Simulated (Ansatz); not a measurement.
Total energies of `[Cl][SnH]([Cl])[Br]`.

Z-matrix (Å, degrees):
```
Sn
Cl 1 2.303
Br 1 2.448 2 107.9
Cl 1 2.303 2 107.0 3 115.9
H 1 1.693 2 110.8 3 -123.2
```

Charge 0, multiplicity 1. Correlated methods include outer-core shells of Br, Sn, which these sets cover unevenly. Scalar relativity is left out up to krypton. Sn takes the def2 core potential. All single points use the PBE0-D4/def2-TZVP geometry. Basis def2-TZVPP, Ansatz 0.2.0.

RPA on PBE orbitals: Hartree–Fock energy of these orbitals -3705.45772 Eh, correlation -1.46116 Eh (frozen core).

```
functional  energy without D4 (Eh)  D4 term (kJ/mol)
     B3LYP             -3709.74828             -30.7
   ωB97M-V             -3709.38574                 –
```

Task: Give the same for LDA (SPW92), PBE, revPBE, BLYP, r2SCAN, B97M-V, PBE0, r2SCANh, r2SCAN0, HSE06 (plane-wave form), BHLYP, CAM-B3LYP, LC-ωPBE, ωB97X-V, B2PLYP, PBE-QIDH. (Estimate.)

Result: Ansatz gave: 
```
             functional  energy without D4 (Eh)  D4 term (kJ/mol)
            LDA (SPW92)             -3702.74734                 –
                    PBE             -3708.85307             -18.6
                 revPBE             -3709.27210             -38.8
                   BLYP             -3709.58105             -38.2
                 r2SCAN             -3709.62916              -4.1
                 B97M-V             -3708.92621                 –
                   PBE0             -3709.02752             -16.2
                r2SCANh             -3709.61426              -4.6
                r2SCAN0             -3709.59332              -5.2
HSE06 (plane-wave form)             -3709.01520             -15.6
                  BHLYP             -3709.54276             -30.5
              CAM-B3LYP             -3709.75585             -17.3
                LC-ωPBE             -3709.04808                 –
                ωB97X-V             -3709.23143                 –
                 B2PLYP             -3708.76862                 –
               PBE-QIDH             -3708.35770                 –
```

B3LYP takes the VWN-RPA correlation (the form of Gaussian; ORCA's B3LYP/G). HSE06 is the plane-wave form, built on full-range PBE exchange. The double hybrids freeze the cores in their second-order part.

LC-ωPBE has ω = 0.4 bohr⁻¹.
